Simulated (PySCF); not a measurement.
Cartesian coordinates in Å; atom numbers follow the order of the lines, from 1:
```xyz
13

Si    0.2834   -0.0049    0.2094
O     0.2542   -0.0729    1.8800
H     0.6308    0.6905    2.3276
O     1.8568    0.0568   -0.3493
H     2.3920   -0.7218   -0.1720
C    -0.5035    1.5562   -0.4328
H     0.0847    2.4429   -0.1480
H    -1.5238    1.6794   -0.0388
H    -0.5604    1.5394   -1.5322
C    -0.5820   -1.5578   -0.3457
H    -1.6412   -1.5440   -0.0450
H    -0.1234   -2.4500    0.1091
H    -0.5368   -1.6660   -1.4402
```

Single conformer, rapidly exchanging positions averaged, isolated molecule, non-relativistic. Geometry: PBE0-D3(BJ)/def2-SVP; σ from GIAO-PBE0/pcSseg-1; PySCF.

References, each an isolated molecule treated in the same way: 13C (σref 184.41) and 1H (σref 31.27) and 29Si (σref 351.99) vs TMS; H2O for 17O (σref 334.56).

| atoms | nucleus | count | Hirshfeld charge | δ (ppm) |
| --- | --- | --- | --- | --- |
| C6/C10 | 13C | 2 | -0.22 | -1.6 |
| H3/H5 | 1H | 2 | 0.17 | ? |
| O2/O4 | 17O | 2 | -0.32 | 69.1 |
| H7/H8/H9/H11/H12/H13 | 1H | 6 | 0.04 | 0.04 |
| Si1 | 29Si | 1 | 0.49 | ? |

**Question.** Estimate the values marked ?.

**Answer.** 
- H3/H5: 1.33 ppm, hydrogen on an oxygen bonded to Si
- Si1: 8.0 ppm, silicon bonded to 2 C, 2 O

OH/NH shifts are gas-phase values; hydrogen bonding in solution moves them, usually downfield. Shifts are as computed. Against solution values, carbons near 30 ppm lie about +2 ppm off and those near 130 ppm about +5 ppm. Of 1211 compounds with measured shifts, 218 miss one by over three times the rms of a fit or turn the order of signals round; such compounds aren't used in these exercises. Experimental scales use liquid or dissolved standards, which lie at an offset from isolated H2O (liquid H2O: subtract about 36 ppm).
